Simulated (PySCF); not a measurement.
SMILES [BiH3] (H3Bi) (PBE0/def2-SVP optimised geometry):

```
4

Bi    -0.895    -0.898     0.000
H     -0.900    -0.903    -1.796
H      0.900    -0.898     0.000
H     -0.900     0.898     0.000
```

Calculation: PBE0/def2-TZVP, def2 effective core potentials past Kr run with PySCF.

Question: What are the frontier orbital energies and the dipole moment?

Answer: HOMO-2 -9.06 eV, HOMO-1 -9.06 eV, HOMO -7.72 eV, LUMO -0.15 eV, LUMO+1 -0.15 eV; dipole moment 1.12 D.

On the same geometry PBE/def2-TZVP, def2 effective core potentials past Kr (PySCF 2.14.0) gives HOMO-2 -7.88 eV, HOMO-1 -7.88 eV, HOMO -6.71 eV, LUMO -0.89 eV, LUMO+1 -0.89 eV; dipole moment 1.12 D.
